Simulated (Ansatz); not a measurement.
Basis-set extrapolation for CH5AlF2OSi, SMILES `C[Si](F)(F)[O][AlH2]` (PBE0-D4/def2-TZVP geometry, frozen core, the Gaussian-basis code of Ansatz). Multiplicity 1, RHF reference.

```tsv
	def2-TZVPP	def2-QZVPP
HF	-845.813672	-845.846510
MP2 correlation	-1.097821	-1.192792
CCSD(T) correlation	-1.165740	not run
```

Energies in hartree. Use E(X) = E(∞) + A·exp(−7.88·√X) for Hartree–Fock and E(X) = E(∞) + B·X^(−2.97) for correlation, with X = 3 and 4, and add CCSD(T) minus MP2 of the smaller set to the MP2 limit.

Question: What is the CCSD(T) energy at the basis-set limit?

Answer: HF limit: -845.846510 + (-0.032838) × 0.13774 = -845.85103. MP2 limit: -1.192792 + (-0.094971) × 0.74074 = -1.26314. Higher-order term: -1.165740 − (-1.097821) = -0.06792. Total: -847.18209 hartree, 5.52 eV below CCSD(T)/def2-TZVPP.
